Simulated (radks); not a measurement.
Values are calculated unless marked as measured or tabulated.
Task: All-electron atom: Os in [Xe] 4f14 5d6 6s2. Level of theory: scalar-relativistic Kohn-Sham, PBE, spin-polarised, spherical densities, point nucleus; open shells are filled with parallel spins first; hard spherical wall at 3 bohr (a radial shooting solver on a logarithmic mesh with Libxc functionals). Some entries of the table are withheld. Estimate them.

orbital,occ.,eigenvalue (hartree),<1/r> (bohr^-1),r(max) (bohr)
1s down,1,-2714.292,90.51,0.01102
1s up,1,-2714.292,90.51,0.01102
2s up,1,-472.0827,21.18,0.06338
2s down,1,-472.0734,21.18,0.06338
2p up,3,-410.9111,19.05,0.05219
2p down,3,-410.9037,19.05,0.05219
3s up,1,-109.2900,7.848,0.1787
3s down,1,-109.2870,7.848,0.1787
3p up,3,-91.33274,7.211,0.1774
3p down,3,-91.32928,7.211,0.1774
3d up,5,-71.28858,6.803,0.1445
3d down,5,-71.28214,6.803,0.1445
4s up,1,-22.48685,3.346,0.4048
4s down,1,-22.47810,3.345,0.4048
4p up,3,-16.59878,3.032,0.4251
4p down,3,-16.59072,3.032,0.4252
4d up,5,-9.29451,2.705,0.4346
4d down,5,-9.28513,2.705,0.4347
5s up,1,-2.72674,1.315,0.9191
5s down,1,-2.65440,1.325,0.9150
5p up,3,-1.27480,1.102,1.044
4f up,7,-1.18938,2.228,0.4060
5p down,3,-1.18382,1.111,1.037
4f down,7,-1.17280,2.236,0.4059
5d up,5,0.37177,0.8211,1.373
5d down,1,0.47628,0.8225,1.366
6s up,1,0.75793,0.7078,2.000
6s down,1,0.84065,0.7018,2.005
6p up,0,(1),0.7321,2.131
6p down,0,(2),0.7276,2.134
5f up,0,1.81136,0.6575,(3)
5f down,0,1.90635,0.6502,(4)
7s up,0,4.12628,0.8348,2.471
7s down,0,4.20024,0.8343,2.473

Result: 
(1) 6p up eigenvalue (hartree): 1.40625
(2) 6p down eigenvalue (hartree): 1.47974
(3) 5f up r(max) (bohr): 1.946
(4) 5f down r(max) (bohr): 1.960
